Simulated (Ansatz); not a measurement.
BFH6SSi2, SMILES `FB(S)[SiH2][SiH3]`, relaxed with RKS PBE-D4/def2-SVP in Ansatz from a rough embedded geometry. The force threshold is 0.03 eV/Å; the program also tests the step.

The species carries charge 0 and has multiplicity 1.

Start:

```xyz
11

F    -2.350    0.247   -1.769
B    -1.174   -0.457   -1.139
S    -0.025   -1.506   -2.184
Si   -0.786   -0.206    0.702
Si    1.205    0.686    1.025
H     0.814   -0.387   -2.489
H    -1.824    0.618    1.343
H    -0.799   -1.553    1.370
H     2.231   -0.216    0.351
H     1.216    1.979    0.351
H     1.494    0.794    2.439
```

```tsv
step	energy (eV)	largest force (eV/Å)	largest move (Å)
1	-30054.5436	3.447	0.000
2	-30055.1829	2.500	0.154
3	-30055.3013	1.627	0.195
4	-30055.4745	0.882	0.194
5	-30055.5566	1.183	0.192
6	-30055.6733	1.288	0.195
7	-30055.7954	0.839	0.200
8	-30055.8803	0.571	0.199
9	-30055.9215	0.374	0.200
10	-30055.9453	0.077	0.200
11	-30055.9557	0.143	0.164
13	-30055.9565	0.077	0.071
15	-30055.9598	0.024	0.040
17	-30055.9600	0.022	0.017
19	-30055.9605	0.058	0.030
21	-30055.9612	0.088	0.075
23	-30055.9620	0.090	0.036
25	-30055.9626	0.138	0.073
27	-30055.9632	0.069	0.020
29	-30055.9639	0.040	0.054
31	-30055.9641	0.013	0.034
```

End:

```xyz
11

F    -1.112    0.823   -1.977
B    -0.825   -0.313   -1.321
S    -0.503   -1.832   -2.244
Si   -0.682   -0.328    0.707
Si    1.237    0.884    1.341
H    -0.646   -1.294   -3.492
H    -1.886    0.330    1.334
H    -0.573   -1.735    1.236
H     2.466    0.237    0.758
H     1.145    2.294    0.817
H     1.380    0.934    2.839
```

Run time 43 s (4 threads of a server CPU on a shared host); peak host memory 0.18 GiB.
